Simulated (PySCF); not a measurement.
Electron correlation in Sb²⁺ (antimony, charge +2)

[Kr] 4d10 5s2 5p1, 2P determinant. All numbers are calculated (PySCF 2.14, the spin-free X2C one-electron Hamiltonian (Gaussian nucleus), in x2c-TZVPPall with one added diffuse shell each of s, p, d, f type (9s7p5d3f, 76 functions)). Frozen: [Ar] 3d10; 21 electrons correlated.

| level | correlation energy (mhartree) |
| --- | --- |
| CCSD | -349.56 |
| (T) | -6.80 |
| CCSD(T) | -356.36 |

Diagnostics: T1 = 0.0082, D1 = 0.0335, largest double amplitude 0.076.

Task: Is a single reference adequate?

Result: Mostly. T1 lies below 0.03, but a double amplitude of this size points to a near-degeneracy that CCSD handles and MP2 describes poorly.

This basis was not built for core-valence correlation, so the inner-shell part is incomplete.
